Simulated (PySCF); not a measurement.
Species: C6H5F.
SMILES with atom numbers: `[CH:1]#[C:2][C@@H:3]1[C:4](=[CH2:5])[C@@H:6]1[F:7]` (hydrogens: H8 on C1; H9 on C3; H10, H11 on C5; H12 on C6)

The geometry is computed with GFN2-xTB (gas phase).

**Question.** List the bond lengths, angles and torsions at this level.

**Answer.** 
| bond | length (Å) |
| --- | --- |
| C1≡C2 | 1.197 |
| C2–C3 | 1.430 |
| C3–C4 | 1.480 |
| C4=C5 | 1.307 |
| C4–C6 | 1.462 |
| C6–F7 | 1.365 |
| C3–C6 | 1.528 |
| C1–H8 | 1.048 |
| C3–H9 | 1.086 |
| C5–H10 | 1.078 |
| C5–H11 | 1.078 |
| C6–H12 | 1.085 |

A selection of angles:
| angle | degrees |
| --- | --- |
| C2–C1–H8 | 178.9 |
| C1–C2–C3 | 178.0 |
| C2–C3–C4 | 118.8 |
| C2–C3–C6 | 119.8 |
| C2–C3–H9 | 114.1 |
| C4–C3–C6 | 58.1 |
| C4–C3–H9 | 118.7 |
| C6–C3–H9 | 116.1 |
| C3–C4–C5 | 148.3 |
| C3–C4–C6 | 62.6 |
| C5–C4–C6 | 148.8 |
| C4–C5–H10 | 121.4 |
| C4–C5–H11 | 121.6 |
| H10–C5–H11 | 117.0 |
| C4–C6–F7 | 119.3 |
| C4–C6–H12 | 121.8 |
| F7–C6–H12 | 109.8 |
| C3–C6–C4 | 59.3 |
| C3–C6–F7 | 119.4 |
| C3–C6–H12 | 119.4 |

Torsions: C2–C3–C4–C5 64° (synclinal); C3–C4–C6–F7 109° (anticlinal); C2–C3–C6–C4 107° (anticlinal).

The 3-membered ring C3–C4–C6 has internal angles of 58.1° to 62.6°. The C–C distances run from 1.197 Å (C1≡C2, drawn triple) to 1.528 Å (C3–C6, drawn single), a spread of 0.331 Å.

Point group: C1 (no symmetry element, even within 0.4 Å). Stationary, but not proved a minimum.
